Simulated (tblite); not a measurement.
Run record: tight-binding relaxation, `c1oc([C@H]2[AsH]CCC2)cc1`.

Computed with GFN2-xTB geometry optimisation, gas phase (tblite 0.8.0). Start geometry: from a force field or distance geometry. The command runs a driver script over a list of jobs; the input below is this job's line of settings and its coordinates in Å.

Command:
```bash
OMP_NUM_THREADS=1 python probes_run.py task.json out
```

Input:
```
{"job": {"kind": "relax", "xc": "GFN2-xTB", "basis": "xTB"}, "charge": 0, "multiplicity": 1}
C      3.469500    -0.016800     0.085700
C      2.894600    -0.189000     1.325000
O      1.603900    -0.295000     1.226500
C      1.273800    -0.179800    -0.055200
C     -0.130900    -0.232200    -0.561100
C     -0.903500     1.039100    -0.206000
C     -2.386000     0.717800    -0.200200
C     -2.584000    -0.550000     0.620200
As    -1.097800    -1.771600     0.193700
C      2.407900    -0.008200    -0.803200
H      4.508600     0.099800    -0.144800
H      3.434500    -0.249500     2.273000
H     -0.121700    -0.345400    -1.664600
H     -0.679000     1.846900    -0.938500
H     -0.611900     1.405700     0.812600
H     -2.737400     0.549100    -1.227400
H     -2.965900     1.557500     0.246400
H     -2.559000    -0.322700     1.700700
H     -3.564400    -1.026300     0.377700
H     -1.728200    -2.136200    -1.184600
H      2.468100     0.123900    -1.876500
```

Output:
```
step      E/eV     max force
  0    -793.29134    2.840
  1    -793.44830    0.575
  2    -793.46871    0.374
  3    -793.48570    0.333
  4    -793.49348    0.286
  5    -793.50361    0.274
  6    -793.51156    0.239
  7    -793.51698    0.175
  8    -793.52061    0.180
  9    -793.52395    0.156
... (79 lines left out)
 89    -793.58873    0.018
 90    -793.58879    0.016
 91    -793.58883    0.014
 92    -793.58886    0.012
 93    -793.58889    0.012
 94    -793.58891    0.010
 95    -793.58894    0.012
 96    -793.58896    0.014
 97    -793.58899    0.010
 98    -793.58900    0.007
```

«max force» is the largest atomic force in eV/Å.

Q: From which step on does the largest force stay under 0.1 eV/Å, and how much energy is left to gain from there?

A: From step 21 (0.073 eV/Å), 27.4 meV above the end.

Summary of the converged run: energy lowered by 6.9 kcal/mol over 98 steps; largest atomic force 0.007 eV/Å at the end.

Q: Give the final coordinates.

A: 0.335 Å rms from the input after alignment:
```
atom  x, y, z in Å
C1     3.4138    0.0930    0.2461
C2     2.7669   -0.4634    1.3022
O3     1.4658   -0.6466    1.0114
C4     1.2642   -0.2010   -0.2488
C5    -0.1319   -0.2691   -0.7467
C6    -0.9030    1.0210   -0.4133
C7    -2.3728    0.6758   -0.2150
C8    -2.4260   -0.4560    0.8018
As9   -1.0720   -1.7749    0.2036
C10    2.4347    0.2672   -0.7657
H11    4.4521    0.3488    0.1864
H12    3.1026   -0.7691    2.2731
H13   -0.1268   -0.4366   -1.8281
H14   -0.7672    1.7679   -1.1983
H15   -0.5115    1.4376    0.5192
H16   -2.7980    0.3397   -1.1654
H17   -2.9369    1.5500    0.1205
H18   -2.1416   -0.0868    1.7921
H19   -3.4212   -0.8971    0.8828
H20   -1.8862   -2.1659   -1.0169
H21    2.5861    0.6825   -1.7415
```

Time: 0.88 s. Hardware: one thread of an Arm Neoverse V1, on a shared host.
Labels such as C1 count atoms from 1, the log's own numbers from 0.
